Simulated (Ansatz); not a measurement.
Ansatz (an electronic-structure program) input (B2GP-PLYP/def2-TZVPD):

Ansatz 0.2 input:
```yaml
crystal:
  periodic: [false, false, false]
  atoms:
    - {symbol: S, position_ang: [-0.04999147, -0.01908382, -0.41466625]}
    - {symbol: C, position_ang: [-0.07168400, -0.01278042, 1.22690343]}
    - {symbol: H, position_ang: [1.22996749, 0.38202373, -0.72676059]}
basis:
  gaussian:
    orbitals: def2-TZVPD
hamiltonian:
  xc: {name: B2GP-PLYP}
magnetization: {spin_polarized: true, initial_magnetization: 1}
correlation: {electrons: outside_noble_gas}
```

End of the output:

```
integrals: 0.05 GiB planned
585 factors; integrals over basis functions are off by at most 7.9e-4 eV
mean field: 0.29 GiB planned
mean field evaluation 1: about -11874.7015 eV, gradient 1.2e1 eV
mean field evaluation 2: about -11874.7758 eV, gradient 1.2e1 eV
mean field evaluation 4: about -11875.8324 eV, gradient 1.9e0 eV
mean field evaluation 8: about -11875.8883 eV, gradient 2.4e-1 eV
mean field evaluation 16: about -11875.8906 eV, gradient 4.1e-3 eV
mean field evaluation 32: about -11875.8517 eV, gradient 6.1e-1 eV
mean field -11875.89057629 eV, -436.4309289107 hartree, gradient 4.7e-6 eV, S^2 0.763993; 4 other end points of the search recorded, 0 dependent functions left out
6 core orbitals not correlated
reference -11875.89067257 eV, -436.4309324491 hartree; 6, 5 occupied and 80, 81 virtual orbitals, 585 factors
second order -9.12091920 eV of doubles, -0.00000000 eV of singles
Total energy: -11879.17420348 eV, -436.5515999844 hartree
```

It need not be the lowest isomer of its formula.
